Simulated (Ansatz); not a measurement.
Consider the atomization: `[SiH3]O[SiH2]S` → 6 H• + O• + S• + 2 Si•.

Calculated with Ansatz (gas phase, PBE0-D4/def2-TZVP geometries, no zero-point term in ΔE). CCSD(T)/CBS adds triple-zeta CCSD(T) − MP2 to the extrapolated MP2 energy (def2 sets, frozen cores). This one scheme is used for every species, atoms too. Functionals use def2-TZVPP. Open shells (•) are unrestricted, without spin–orbit coupling. Spin–orbit coupling would lower the free atoms: a little for O, S, Si. One conformer a species, not always the lowest.

Problem. What is ΔE at CCSD(T)/CBS? (Estimate.)

Solution. The calculation gave: +34.09 eV.

Problem. What do these levels give: BLYP-D4, r2SCAN-D4, BLYP, r2SCAN, PBE0, CCSD/CBS(def2)? (An estimate is asked.)

Solution. Computed: BLYP-D4 33.52, r2SCAN-D4 33.92, BLYP 32.99, r2SCAN 33.86, PBE0 33.15, CCSD/CBS(def2) 33.72 eV.

Largest T1 diagnostic among the species: 0.012.

In def2-TZVPP, CCSD(T) changes the Hartree–Fock value by +7.70 eV (the triples alone add +0.38 eV) and MP2 by +7.93 eV; breaking electron pairs costs correlation energy, which Hartree–Fock lacks. From PBE to PBE0 (25 % exact exchange), in def2-TZVPP and without D4, ΔE moves by −0.21 eV: exact exchange takes away binding that semilocal exchange gives to molecules. The D4 term adds +0.40 eV with B3LYP and +0.21 eV with PBE0; it sums over pairs of atoms, weighted by their polarisabilities, and B3LYP, whose exchange is more repulsive, gets the larger term.

B3LYP here is the variant with VWN-RPA as its local correlation; programs differ in this.

For atomizations the MP2-based limit and the directly extrapolated one differ by several kJ/mol either way, and by 10 to 25 for some Ge, Se and Sn compounds, so smaller differences from it don't rank the levels.
